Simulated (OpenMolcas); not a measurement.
Pd²⁺.

```
Program             : OpenMolcas
Method              : CASSCF
Basis               : ANO-R1 [6s4p3d1f]
Scalar Hamiltonian  : X2C, finite nucleus
Active space        : 8 electrons in 6 orbitals (4d 5s)
State averaging     : 2S+1 = 3 even, 55 roots; 2S+1 = 5 even, 10 roots kept (CI in the orbitals of an earlier block); 2S+1 = 1 even, 43 roots kept (CI in the orbitals of an earlier block)
Spin-orbit coupling : RASSI with atomic mean-field integrals over the reference wave functions, term energies averaged over their components
```

Levels without dynamic correlation, in cm⁻¹ above 4d⁸ ³F₄:

| Level | E |
| --- | --- |
| 4d⁸ ³P₁ | 17498 |
| 4d⁸ ¹G₄ | 21850 |
| 4d⁸ ¹S₀ | 51164 |

On this reference, MS-CASPT2, IPEA 0.25 Eh, imaginary shift 0.1 Eh (closed shells correlated: 4s 4p) puts 4d⁸ ³P₁ at 15000 cm⁻¹.

Estimate the other levels at that method by one scale factor, and say how well it serves.

The factor is 15000 / 17498 = 0.857. Scaled values beside those that MS-CASPT2 gives and measured ones (Moore, Atomic Energy Levels, vol. III, NSRDS-NBS 35 (1971 reprint of NBS Circular 467, 1958)):
```tsv
Level	Scaled	MS-CASPT2	Miss (%)	Measured
4d⁸ ¹G₄	18725	19440	-3.7	17880
4d⁸ ¹S₀	43848	42340	+3.6
```
For these levels the scaled values miss MS-CASPT2 by up to 3.7 %, as correlation changes each term by its own factor, spin-orbit parts do not scale and CASPT2 has its own spread within terms. This holds within one configuration; levels of others move differently, and the target method has errors of its own against measurement.

CASPT2 does not keep the components of a term degenerate, so their means are used; among the terms shown or strongly mixed into the levels shown the widest spread is 1400 cm-1 (4d⁸ ¹G, MS-CASPT2). Terms from blocks run as CI alone lack orbitals of their own. Without dynamic correlation excited terms often stand tens of per cent too high (terms of higher spin than the ground term too low), and those without a measured partner can miss by more than the paired ones (holds for CASSCF). Measured partners are found by configuration, term and J. A level has none where our copy of the source lacks it or the pairing is in doubt (some pairs that miss far off the trend of their configuration count as doubtful), and it then counts in no deviation. Only configurations of the active space appear.
